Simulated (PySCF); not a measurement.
# Steps of a relaxation of [YF2]+

[YF2]+ (singlet). PySCF 2.14.0, RKS PBE0, Y def2-SVP with ECP28, F def2-SVP; non-relativistic Hamiltonian with scalar-relativistic core potentials where named; density fitting; no spin-orbit coupling. Origin of the start: template. Columns: position (Å) and force (eV/Å). Energies are counted from the last step; some of the 8 steps are shown. Forces carry noise of the integration grid, about 0.01 to 0.03 eV/Å.

Run from Python with OMP_NUM_THREADS=2. Where DIIS fails, smearing, a level shift and second-order steps follow.
It took 10 s on 2 threads of Arm Neoverse N1, on a shared host, from the converged density of the start.

```xyz
3
step 0  E = 0.424 eV
Y     0.0000    0.0000   -0.2503     0.00    0.00    2.04
F     1.8682    0.0000    0.5858    -2.55    0.00   -1.02
F    -1.8682    0.0000    0.5858     2.55    0.00   -1.02
```

```xyz
3
step 2  E = 0.036 eV
Y     0.0000    0.0000   -0.2668     0.00    0.00   -0.48
F     1.7166    0.0000    0.5940     0.05    0.00    0.24
F    -1.7166    0.0000    0.5940    -0.05    0.00    0.24
```

```xyz
3
step 5  E = 0.001 eV
Y     0.0000    0.0000   -0.3936     0.00    0.00    0.06
F     1.6047    0.0000    0.6574    -0.07    0.00   -0.03
F    -1.6047    0.0000    0.6574     0.07    0.00   -0.03
```

Q: Where does the relaxation end?

A: It converges at step 7 in C2v:
```xyz
3
step 7  E = 0
Y     0.0000    0.0000   -0.4142
F     1.5793    0.0000    0.6677
F    -1.5793    0.0000    0.6677
```

Q: How did the contacts change?

A: 
```tsv
contact	start (Å)	end (Å)
Y1–F2 (F)	2.047	1.914
Y1–F3 (F)	2.047	1.914
```
